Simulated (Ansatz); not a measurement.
`c1ccc(CCc2ccccc2)cc1` + `Sc1ccccc1` → `c1ccc(Sc2ccccc2)cc1` + `CCc1ccccc1`  (substitution at a C–C bond)

Program: Ansatz. Geometries: PBE0-D4/def2-TZVP. ΔE: electronic, gas phase. CCSD(T)/CBS adds triple-zeta CCSD(T) − MP2 to the extrapolated MP2 energy (def2 sets, frozen cores). Each species was taken in one conformer, which may not be the lowest.

`c1ccc(CCc2ccccc2)cc1`:

Z-matrix (Å, degrees):
```
C
C 1 1.499
C 1 1.539 2 112.6
H 1 1.094 2 109.8 3 -121.1
H 1 1.094 2 109.8 3 121.5
C 2 1.391 1 121.0 3 -93.6
C 2 1.392 1 120.5 3 83.4
C 3 1.499 1 112.6 2 62.4
H 3 1.094 1 108.9 2 -59.6
H 3 1.094 1 108.6 2 -175.8
C 6 1.386 2 120.9 1 177.1
H 6 1.085 2 119.3 1 -2.2
C 7 1.386 2 121.0 1 -177.1
H 7 1.086 2 119.3 1 3.1
C 8 1.392 3 120.5 1 83.3
C 8 1.391 3 121.0 1 -93.8
C 11 1.387 6 120.2 2 -0.0
H 11 1.084 6 119.7 2 -179.9
H 13 1.084 7 119.9 2 -179.7
C 15 1.386 8 121.0 3 -177.1
H 15 1.086 8 119.3 3 3.1
C 16 1.386 8 120.9 3 177.1
H 16 1.085 8 119.3 3 -2.2
H 17 1.084 11 120.3 6 179.9
C 20 1.387 15 120.0 8 0.0
H 20 1.084 15 119.9 8 -179.7
H 22 1.084 16 119.8 8 -179.9
H 25 1.084 20 120.2 15 -179.9
```

`Sc1ccccc1`:

Cartesian coordinates in Å:
```
S 2.660 0.628 -0.788
C 1.010 0.264 -0.302
C 0.125 1.331 -0.163
C -1.186 1.101 0.218
C -1.631 -0.189 0.466
C -0.750 -1.250 0.328
C 0.564 -1.031 -0.053
H 3.105 -0.637 -0.795
H 0.466 2.342 -0.355
H -1.863 1.940 0.322
H -2.658 -0.366 0.764
H -1.084 -2.264 0.518
H 1.243 -1.870 -0.157
```

`c1ccc(Sc2ccccc2)cc1`:

Z-matrix (Å, degrees):
```
C
C 1 1.389
C 1 1.386 2 119.6
H 1 1.084 2 120.2 3 179.9
C 2 1.384 1 120.5 3 0.5
H 2 1.084 1 120.1 3 179.7
C 3 1.387 1 120.3 2 0.7
H 3 1.084 1 120.2 2 179.7
C 5 1.393 2 119.9 1 -1.2
H 5 1.083 2 120.3 1 179.0
H 7 1.084 3 120.4 1 178.4
S 9 1.764 5 122.3 2 177.2
C 12 1.764 9 103.3 5 42.4
C 13 1.391 12 118.0 9 -140.4
C 13 1.393 12 122.2 9 43.1
C 14 1.387 13 120.1 12 -176.2
H 14 1.084 13 119.5 12 4.3
C 15 1.384 13 119.9 12 177.2
H 15 1.083 13 119.8 12 -3.1
C 16 1.386 14 120.3 13 -1.1
H 16 1.084 14 119.5 13 179.8
H 18 1.084 15 119.5 13 179.6
H 20 1.084 16 120.2 14 -179.3
```

`CCc1ccccc1`:

Cartesian coordinates in Å:
```
C -1.741 1.297 1.305
C -0.449 0.544 1.606
C 0.168 -0.043 0.370
C 1.071 0.690 -0.394
C 1.608 0.168 -1.561
C 1.248 -1.103 -1.984
C 0.351 -1.845 -1.231
C -0.182 -1.318 -0.065
H -2.481 0.634 0.851
H -2.175 1.716 2.217
H -1.560 2.117 0.606
H 0.265 1.223 2.082
H -0.652 -0.254 2.326
H 1.361 1.684 -0.066
H 2.313 0.754 -2.139
H 1.669 -1.515 -2.894
H 0.068 -2.842 -1.551
H -0.881 -1.906 0.522
```

| species | CCSD(T)/CBS(def2) energy (Eh) |
| --- | --- |
| `c1ccc(CCc2ccccc2)cc1` | -541.18433 |
| `Sc1ccccc1` | -629.69868 |
| `c1ccc(Sc2ccccc2)cc1` | -860.42962 |
| `CCc1ccccc1` | -310.45080 |

Work out ΔE.

ΔE = (-860.42962) + (-310.45080) − (-541.18433) − (-629.69868) = 0.00259 Eh = +6.8 kJ/mol.

Largest T1 diagnostic among the species: 0.011.

From PBE to PBE0 (25 % exact exchange), in def2-TZVPP and without D4, ΔE moves by +3.9 kJ/mol. The D4 term adds +4.2 kJ/mol with B3LYP and +3.4 kJ/mol with PBE0; it sums over pairs of atoms, weighted by their polarisabilities, and B3LYP, whose exchange is more repulsive, gets the larger term.

B3LYP here is the variant with VWN-RPA as its local correlation; programs differ in this.
